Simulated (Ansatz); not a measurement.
System: C3H5O, net charge 0, doublet state. It need not be the lowest isomer of its formula. SMILES: C[C]1CO1
Structure (B3LYP-D3(BJ)/def2-TZVP (Ansatz, a quantum-chemistry and plane-wave program) minimum search):
```xyz
9

C     -1.5516     0.0657    -0.0281
C     -0.1465    -0.3948    -0.1134
C      1.0769     0.1887    -0.6161
O      0.8121    -0.0654     0.8090
H     -2.0528    -0.3929     0.8258
H     -2.0960    -0.2025    -0.9336
H     -1.5993     1.1566     0.0965
H      1.1358     1.2465    -0.8606
H      1.8425    -0.4419    -1.0541
```
Charge 0, spin multiplicity 2.

**Question.** Give the harmonic wavenumbers at B3LYP-D3(BJ)/def2-TZVP (Ansatz, finite differences of forces, unscaled).

**Answer.** 176, 318, 371, 714, 892, 909, 970, 1079, 1116, 1124, 1179, 1392, 1447, 1470, 1477, 1539, 2974, 3074, 3084, 3114, 3176 cm⁻¹. Zero-point energy 45.2 kcal/mol.

**Question.** From these and the geometry, give the ideal-gas thermochemistry at 298.15 K and 1 atm (rigid rotor, harmonic oscillator).

**Answer.** Point group C1, rotational symmetry number 1. Rotational constants 20.84, 6.757, 5.711 GHz. S(trans) 38.05, S(rot) 23.51, S(vib) 5.74, S(elec, spin only) 1.38, S 68.7 cal/(mol K). H(298) - H(0) 3.44 kcal/mol; G - E(el) 28.1 kcal/mol.
